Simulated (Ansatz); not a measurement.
CH4GeO2 can be A, `C[O][Ge][OH]`, or B, `C1[O][GeH2][O]1`.

Computed with Ansatz on PBE0-D4/def2-TZVP structures; ΔE is electronic, products minus reactants. CCSD(T)/CBS adds triple-zeta CCSD(T) − MP2 to the extrapolated MP2 energy (def2 sets, frozen cores). DFT in def2-TZVPP. B3LYP here is the variant with VWN-RPA as its local correlation; programs differ in this. For Ge outer-core shells are correlated without core-valence functions, which leaves a few kJ/mol of doubt a bond. Scalar relativity is left out up to krypton. One conformer a species, not always the lowest.

A:

Z-matrix (Å, degrees):
```
C
O 1 1.412
H 1 1.094 2 109.1
H 1 1.092 2 112.3 3 121.0
H 1 1.094 2 109.1 3 -118.0
Ge 2 1.769 1 128.1 3 -120.1
O 6 1.800 2 97.8 1 0.0
H 7 0.961 6 112.9 2 -179.9
```

B:

Z-matrix (Å, degrees):
```
C
Ge 1 2.279
O 1 1.424 2 52.0
O 1 1.424 2 52.0 3 -180.0
H 1 1.097 2 124.9 3 -90.0
H 1 1.097 2 124.9 3 90.0
H 2 1.538 1 123.5 3 90.0
H 2 1.538 1 123.5 3 -90.0
```

Question: Which is lower in electronic energy at CCSD(T)/CBS, and by how much? (Best estimate.)

Answer: Ansatz gave: A, by 31.8 kcal/mol.

Question: Give E(B) − E(A) in kcal/mol with PBE-D4, r2SCAN-D4, CCSD(T)/def2-TZVPP, MP2/def2-TZVPP, ωB97M-V, B2PLYP, B3LYP-D4. (Best estimate.)

Answer: The calculation gave: PBE-D4 33.8, r2SCAN-D4 30.6, CCSD(T)/def2-TZVPP 28.1, MP2/def2-TZVPP 28.1, ωB97M-V 32.6, B2PLYP 33.5, B3LYP-D4 36.6. None reverses the order clearly.

Largest T1 diagnostic: 0.015.

From PBE to PBE0 (25 % exact exchange), in def2-TZVPP and without D4, E(B) − E(A) moves by −3.9 kcal/mol.
